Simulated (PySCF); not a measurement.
# Correlation energy of V⁵⁺ (vanadium, charge +5)

Starting occupation: [Ar]. Calculation: PySCF 2.14, in x2c-TZVPPall-2c with one added diffuse shell each of s, p, d, f type (7s8p5d3f1g, 86 functions); X2C-1e with screened-nucleus spin-orbit coupling, Gaussian nucleus. Frozen: 1s2; 16 electrons correlated.

MP2 pair energies summed by pair of shells (mhartree):

```csv
pair,energy,share (%)
3p3/2-3p3/2,-83.11,26.8
3p1/2-3p3/2,-80.79,26.0
3p3/2-3s1/2,-24.56,7.9
3p1/2-3p1/2,-21.35,6.9
2p1/2-2p3/2,-18.99,6.1
2p3/2-2p3/2,-16.48,5.3
3p1/2-3s1/2,-12.26,3.9
2p3/2-3p3/2,-11.98,3.9
3s1/2-3s1/2,-8.37,2.7
2p3/2-3p1/2,-7.03,2.3
2p1/2-3p3/2,-6.75,2.2
2p1/2-2p1/2,-3.53,1.1
2s1/2-3p3/2,-3.03,1.0
2p1/2-3p1/2,-2.53,0.8
2p3/2-2s1/2,-2.48,0.8
2p3/2-3s1/2,-1.89,0.6
2s1/2-3p1/2,-1.54,0.5
2p1/2-2s1/2,-1.24,0.4
2s1/2-2s1/2,-0.93,0.3
2p1/2-3s1/2,-0.92,0.3
2s1/2-3s1/2,-0.81,0.3
```

Total MP2 correlation energy: -310.55 mhartree.

The virtual space was cut to 110 spinors, which keep -310.51 of the -310.55 mhartree of MP2 correlation.

```json
{"level": "CCSD", "correlation energy (mhartree)": "-332.88"}
{"level": "(T)", "correlation energy (mhartree)": "-5.33"}
{"level": "CCSD(T)", "correlation energy (mhartree)": "-338.21"}
```

Diagnostics: T1 = 0.00074, largest double amplitude 0.051.

Cost of the coupled-cluster step: 570 s of wall time on 4 threads of Neoverse-V2 (shared host), for 16 occupied and 110 virtual spinors.

This basis was not built for core-valence correlation, so the inner-shell part is incomplete.
